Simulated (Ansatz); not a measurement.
This geometry of Cl2H4O3Ti (10 atoms, charge 0, multiplicity 1) is a first-order saddle point.

Theory: RHF/def2-SVP (Ansatz).

```xyz
10
Properties=species:S:1:pos:R:3
Ti 0.310 0.209 -0.317
Cl -1.065 0.625 2.408
Cl 1.892 0.158 -1.881
O -0.980 1.214 -0.880
H -1.851 1.485 -0.625
O -0.163 -1.422 0.020
H -0.754 -1.820 0.646
O 1.247 1.001 1.148
H 2.122 1.323 1.318
H 0.377 0.970 1.962
```

(1) Which two structures does it join? (They come from a converged band through this point; their orientation in space is the band's.)

(2) How far does it lie above each of them?

## Answers

(1) Bonds broken: Ti1–Cl2, O8–H10. Bonds formed: Cl2–H10. Cl2H4O3Ti becomes ClH + ClH3O3Ti.

Initial state:

```xyz
10
Properties=species:S:1:pos:R:3
Ti -0.090 0.072 0.250
Cl -0.444 -0.257 2.492
Cl 1.905 -0.442 -0.757
O -1.001 1.373 -0.479
H -1.769 1.300 -1.027
O -0.983 -1.299 -0.324
H -1.038 -2.242 -0.314
O 1.221 1.719 1.105
H 2.121 1.717 0.804
H 1.212 1.801 2.050
```

Final state:

```xyz
10
Properties=species:S:1:pos:R:3
Ti 0.228 0.369 -0.483
Cl 0.138 -0.583 3.538
Cl 1.856 -0.448 -1.795
O -0.778 1.451 -1.415
H -1.609 1.600 -1.836
O -0.705 -0.929 0.205
H -0.864 -1.380 1.023
O 0.966 1.261 0.874
H 1.283 2.144 0.990
H 0.620 0.257 2.699
```

(2) 109.3 kJ/mol above the first and 67.4 kJ/mol above the second. This is the barrier of this one path; another mechanism may lie lower. The orbitals stay closed-shell, which can raise the energy where a bond breaks towards radicals; this wasn't checked here.

The run took 3.9 min on 4 threads of AMD EPYC 9R45 96-Core Processor (Zen 5), with other jobs on the host, peak memory 0.37 GiB.
